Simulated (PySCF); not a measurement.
# Static response to an electric field

C₄H₁₂BN.
Geometry (PBE0-D3(BJ)/def2-SVP, Å), atoms numbered from 1 in this order:
```xyz
18
C4H12BN angstrom
C     -1.0228   -0.0162    1.6032
C     -0.7737   -0.0959    0.2849
C     -1.9245   -0.1955   -0.6764
B      0.6868   -0.0913   -0.3863
C      1.0247    1.2278   -1.2601
N      1.7787   -0.1408    0.8265
H     -2.0429   -0.0226    2.0066
H     -0.2353    0.0641    2.3645
H     -2.9035   -0.2102   -0.1720
H     -1.8353   -1.1056   -1.2927
H     -1.9169    0.6505   -1.3837
H      0.8907   -1.1373   -1.0080
H      0.8866    2.1663   -0.6914
H      2.0542    1.2306   -1.6625
H      0.3588    1.2946   -2.1351
H      1.6105   -0.9486    1.4278
H      1.7105    0.6983    1.4063
H      2.7271   -0.1983    0.4574
```

Level: wB97X-D/def2-SVPD (PySCF), static field, nuclei fixed, core orbitals frozen in the response. The polarisability tensor in these axes (au):

```
x   81.02  1.73 -2.64
y    1.73 67.10 -1.36
z   -2.64 -1.36 88.09
```

Question: Give the principal values, the mean and the anisotropy Δα = √{½[(α1 − α2)² + (α2 − α3)² + (α1 − α3)²]}.

Answer: Principal values 66.84, 80.26 and 89.12 au; mean 78.74 au = 11.67 Å³ = 12.98 × 10⁻⁴⁰ C²·m²/J; Δα = 19.43 au (25 % of the mean).

Question: What is the dipole moment, and where does it point?

Answer: (3.52, -0.19, 2.65) D, 4.41 D in size, pointing from the negative to the positive side. Measured along this direction, the outermost atoms are H9 and H11 at the negative end and H18 at the positive end.

Question: Orientational against electronic polarisability at 298 K (dilute gas, rigid molecules)?

Answer: In Gaussian units μ²/3kT = 157.62 Å³ against 11.67 Å³, a ratio of 13.51; the Debye molar polarisation (4π/3)N_A(α + μ²/3kT) is 427.0 cm³/mol, leaving out the vibrational part.

Question: Give the eigenvalues of the traceless quadrupole moment Θ = ½Σq(3rr − r²1), origin at the centre of nuclear charge.

Answer: -8.49, -7.01, 15.50 D·Å. The values depend on the origin, since the dipole doesn't vanish. The electronic extent ⟨r²⟩ about the same centre is 738 bohr², a root-mean-square distance of 2.07 Å for the 48 electrons.

Question: What molar refraction does this α imply?

Answer: Lorentz–Lorenz: R = (4π/3)N_A α = 2.5225 cm³/(mol·Å³) × 11.67 Å³ = 29.4 cm³/mol, in the limit of long wavelengths.

Question: What depolarisation ratio follows for Rayleigh scattering of linearly polarised light, taking the static tensor?

Answer: ρ = 3Δα²/(45ᾱ² + 4Δα²) = 1133.1/(278994 + 1510.7) = 0.00404.

One conformer (not necessarily the lowest) at the PBE0-D3(BJ)/def2-SVP geometry, without solvent, vibrations or thermal averaging.
